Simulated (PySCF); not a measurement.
# Bond lengths and vibrations by method: B3H2O

All numbers below are calculated, not measured. The program is PySCF 2.14.0, an open-source quantum chemistry code, run on an isolated molecule that a program drew, which may never have been made. The molecule is B3H2O (charge 0, doublet), drawn as the SMILES string `[BH]BB=O`.

The geometry was optimised and harmonic frequencies were computed with HF and MP2, all in the cc-pVDZ basis, for the commonest isotopes, with a restricted reference for singlets and an unrestricted one otherwise, and a frozen core in MP2. Each result is a local minimum of its method.

Geometry at the HF minimum:
```xyz
6
B3H2O, angstrom
B    -0.9964    0.9137   -1.5163
B    -0.7610   -0.0519   -0.2796
B     0.3009    0.3643    0.9650
O     1.0533    0.6751    1.8326
H    -1.1766    1.6272   -2.4397
H    -1.3506   -1.0951   -0.2337
```

Lengths of the bonds as drawn, in Å (atoms numbered as above):
| bond | HF | MP2 |
|---|---|---|
| B1-B2 | 1.587 | 1.587 |
| B2-B3 | 1.688 | 1.678 |
| B3-O4 | 1.190 | 1.224 |
| B1-H5 | 1.181 | 1.191 |
| B2-H6 | 1.199 | 1.207 |

Rotational constants, in GHz:
```
constant     HF    MP2
       A  41.54  38.93
       B  3.978  4.017
       C  3.631  3.641
```

Harmonic frequencies in cm^-1, each column in rising order, so a row needn't be the same motion in every method:
| rank | HF | MP2 |
|---|---|---|
| 1 | 148 | 111 |
| 2 | 360 | 331 |
| 3 | 437 | 376 |
| 4 | 533 | 570 |
| 5 | 671 | 646 |
| 6 | 690 | 666 |
| 7 | 822 | 774 |
| 8 | 960 | 925 |
| 9 | 1211 | 1175 |
| 10 | 2133 | 1930 |
| 11 | 2712 | ? |
| 12 | 2898 | 2824 |

**Estimate the missing MP2 frequency from the HF column.**

A single factor s that minimises the squared misfit of MP2 against s times HF over the other rows is sum(HF x MP2) / sum(HF^2) = 0.9533, with an rms misfit of 44 cm^-1. For rank 11 it gives 0.9533 x 2712 = 2585 cm^-1. The calculation gives 2663 cm^-1, 78 cm^-1 above the estimate. The drawn bonds are on average 0.8 % longer in MP2 than in HF.
